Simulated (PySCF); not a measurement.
**Neon: a sound run and one with changed settings**

Sound run: Ne²⁺ [He] 2s2 2p4, Ne³⁺ [He] 2s2 2p3. Calculation: PySCF 2.14, in cc-pVTZ-DK (4s3p2d1f, 30 functions); scalar relativity by spin-free X2C-1e. In the sound run the correlated levels freeze 1s2. The sound run starts from symmetry-adapted Hartree-Fock orbitals and uses a fine grid where one is needed.

A second run was set up differently.

```csv
species,method,sound run (hartree),changed run (hartree),converged
Ne²⁺,UHF,-126.50363,-126.50363,yes
Ne²⁺,PBE,-126.68247,-126.68247,yes
Ne²⁺,r2SCAN,-126.75666,-126.75666,yes
Ne²⁺,MP2,-126.64707,-126.63427,yes
Ne²⁺,CCSD(T),-126.66275,-126.66275,yes
Ne³⁺,UHF,-124.23241,-124.23241,yes
Ne³⁺,PBE,-124.33595,-124.33595,yes
Ne³⁺,r2SCAN,-124.41981,-124.41981,yes
Ne³⁺,MP2,-124.33293,-124.32390,yes
Ne³⁺,CCSD(T),-124.34690,-124.34690,yes
```

Ionisation energy of Ne²⁺:

| method | sound run (eV) | changed run (eV) |
| --- | --- | --- |
| UHF | 61.803 | 61.803 |
| PBE | 63.852 | 63.852 |
| r2SCAN | 63.589 | 63.589 |
| MP2 | 62.971 | 62.868 |
| SCS-MP2 | 63.071 | 62.967 |
| CCSD | 63.002 | 63.002 |
| CCSD(T) | 63.018 | 63.018 |

Task: What was changed?
A. level shift left on
B. too few SCF iterations
C. all electrons correlated in a valence basis
D. angular grid far too coarse

Result: A. It used initial guess 1e, at most 50 SCF cycles, level shift 0.5 hartree. A level shift leaves the converged SCF energy unchanged but raises the virtual orbital energies, which shrinks MP2 if it is not removed.
